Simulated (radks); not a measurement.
Ionisation ladder of nickel, from Ni+ to Ni23+ (ions without a valid solution omitted). Each ion is in the ground configuration listed by NIST, and IE = E(next ion) - E(this ion). Method: scalar-relativistic Kohn-Sham, SCAN, spin-polarised, spherical densities, finite nucleus; open shells are filled with parallel spins first; meta-GGA in the generalised Kohn-Sham scheme; Fermi nuclear charge, rms radius 3.7757 fm; computed with a radial shooting solver on a logarithmic mesh with Libxc functionals.

| species | configuration | IE, Delta-SCF (eV) | -e(HOMO) (eV) | HOMO | <r> HOMO (bohr) |
|---|---|---|---|---|---|
| Ni+ | [Ar] 3d9 | 19.297 | 12.286 | 3d down | 1.08 |
| Ni2+ | [Ar] 3d8 | ? | 26.891 | 3d down | 0.982 |
| Ni3+ | [Ar] 3d7 | 54.253 | 44.473 | 3d down | 0.911 |
| Ni4+ | [Ar] 3d6 | 75.130 | 64.395 | 3d down | 0.855 |
| Ni5+ | [Ar] 3d5 | 108.43 | 95.793 | 3d up | 0.784 |
| Ni6+ | [Ar] 3d4 | 134.84 | 121.36 | 3d up | 0.750 |
| Ni7+ | [Ar] 3d3 | 162.90 | 148.63 | 3d up | 0.720 |
| Ni8+ | [Ar] 3d2 | 192.49 | 177.46 | 3d up | 0.693 |
| Ni9+ | [Ar] 3d1 | ? | 207.70 | 3d up | 0.670 |
| Ni10+ | [Ar] | ? | 306.29 | 3p | 0.674 |
| Ni11+ | [Ne] 3s2 3p5 | 352.60 | 337.17 | 3p down | 0.663 |
| Ni12+ | [Ne] 3s2 3p4 | 383.27 | 368.08 | 3p down | 0.652 |
| Ni15+ | [Ne] 3s2 3p1 | 495.72 | 479.26 | 3p up | 0.618 |
| Ni18+ | [Ne] | 1551.7 | 1501.8 | 2p | 0.210 |
| Ni19+ | [He] 2s2 2p5 | ? | 1602.1 | 2p down | 0.207 |
| Ni20+ | [He] 2s2 2p4 | 1750.0 | 1701.6 | 2p down | 0.204 |
| Ni23+ | [He] 2s2 2p1 | 2116.7 | 2064.2 | 2p up | 0.194 |

Estimate the withheld Delta-SCF values.

Answer. Ni2+: 35.468 eV (NIST 35.19); Ni9+: 223.34 eV (NIST 224.7); Ni10+: 321.65 eV (NIST 320); Ni19+: 1651.8 eV (NIST 1646).
